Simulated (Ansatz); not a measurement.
A set of 12 reactions (hydrolysis), with CCSD(T)/CBS values in kJ/mol:

```json
{"reaction": "`N#[C][GaH][F]` + H₂O → `N#[C][GaH][OH]` + H–F", "ΔE": "19.4"}
{"reaction": "`C[SiH](F)N[SiH2]O` + H₂O → `C[SiH](O)N[SiH2]O` + H–F", "ΔE": "47.8"}
{"reaction": "`CC/C=C(/O)F` + H₂O → `O/C=C(\\O)F` + `CC`", "ΔE": "57.2"}
{"reaction": "`C#[C][Ti]([F])([F])[F]` + H₂O → `[OH][Ti]([F])([F])[F]` + `C#C`", "ΔE": "-99.0"}
{"reaction": "`S=COCS` + H₂O → `OCS` + `OC=S`", "ΔE": "22.1"}
{"reaction": "`Cc1ccncc1` + H₂O → `Oc1ccncc1` + CH₄", "ΔE": "23.0"}
{"reaction": "`[CH3][Al]([OH])[Br]` + H₂O → `[OH][Al]([OH])[Br]` + CH₄", "ΔE": "-127.4"}
{"reaction": "`[NH2][Nb](=[O])([OH])[F]` + H₂O → `[NH2][Nb](=[O])([OH])[OH]` + H–F", "ΔE": "59.4"}
{"reaction": "`F[CH2][AlH][Br]` + H₂O → `[OH][AlH][CH2]F` + HBr", "ΔE": "27.6"}
{"reaction": "`[Li][I]` + H₂O → `[Li][OH]` + HI", "ΔE": "125.9"}
{"reaction": "`CCCCC(C)CC` + H₂O → `CCCCC(O)CC` + CH₄", "ΔE": "27.9"}
{"reaction": "`[F][Ga]([F])[Cl]` + H₂O → `[OH][Ga]([F])[F]` + HCl", "ΔE": "54.2"}
```

Gas-phase electronic energies from Ansatz, PBE0-D4/def2-TZVP geometries. CCSD(T)/CBS adds triple-zeta CCSD(T) − MP2 to the extrapolated MP2 energy (def2 sets, frozen cores). This one scheme is used for every species. Double bonds are as drawn, so ΔE can hold a change between cis and trans. DFT in def2-TZVPP. def2 core potentials past Kr. For Br, Ga, I, Li, Nb, Ti outer-core shells are correlated without core-valence functions, which leaves a few kJ/mol of doubt a bond. Scalar relativity is left out up to krypton. Each species was taken in one conformer, which may not be the lowest.

Problem. Give the mean, mean absolute and largest difference (level minus CCSD(T)/CBS, kJ/mol) for: PBE-D4, PBE0-D4, ωB97M-V, B2PLYP, PBE0, HF/def2-TZVPP, MP2/def2-TZVPP, CCSD/def2-TZVPP, CCSD(T)/def2-TZVPP, HF/def2-QZVPP, MP2/def2-QZVPP, HF/CBS(def2), MP2/CBS(def2), CCSD/CBS(def2). (Best estimate.)

Solution. Computed: 
```tsv
level	mean	mean absolute	largest
PBE-D4	-4.0	6.9	-17.5
PBE0-D4	-1.4	5.2	-12.6
ωB97M-V	-3.2	5.6	-11.8
B2PLYP	-5.4	7.6	-12.1
PBE0	-2.6	6.3	-15.3
HF/def2-TZVPP	-2.3	13.5	30.1
MP2/def2-TZVPP	-1.0	2.7	-5.4
CCSD/def2-TZVPP	-2.8	3.7	-5.9
CCSD(T)/def2-TZVPP	-2.6	3.1	-5.9
HF/def2-QZVPP	-2.0	13.6	29.2
MP2/def2-QZVPP	0.6	2.7	5.5
HF/CBS(def2)	-2.0	13.6	29.0
MP2/CBS(def2)	1.6	3.3	7.2
CCSD/CBS(def2)	-0.2	1.4	-3.0
```

The largest T1 diagnostic in the set is 0.023, for `[OH][Ti]([F])([F])[F]` (customary mark 0.02).

CCSD(T)/CBS is a level of theory with its own doubt, and the functionals carry their triple-zeta basis error, so these figures describe this set and don't rank the functionals.
